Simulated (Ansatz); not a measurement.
Molecule: AgCl, charge -1, multiplicity 2. The spin state was set by rule; other spins were not relaxed. 
Coordinates optimised at B3LYP-D3(BJ)/def2-TZVP (Ansatz, a program for electronic structure):
```xyz
2

Ag     0.0000     0.0000    -0.6670
Cl     0.0000     0.0000     1.8442
```
Charge -1, spin multiplicity 2.

Basis-set convergence of Hartree-Fock and MP2 correlation energies (hartree) with Ansatz. Valence correlation only, unless marked. UHF or UKS for open shells. Spin-orbit coupling is left out. The frozen core is the preceding noble-gas configuration, with the filled d and f shells of earlier blocks. Past Kr the def2 sets carry scalar-relativistic core potentials. This anion needs diffuse functions, which these sets lack.

```
basis       functions       E(HF)  E(corr, MP2)
----------  ---------  ----------  ------------
def2-SVP           49  -605.51174      -0.37471
def2-TZVPP         98  -605.70811      -0.59304
def2-QZVPP        158         ___           ___
```

Some entries are withheld; supply them.


- def2-QZVPP, E(HF): -605.72529
- def2-QZVPP, E(corr, MP2): -0.65243
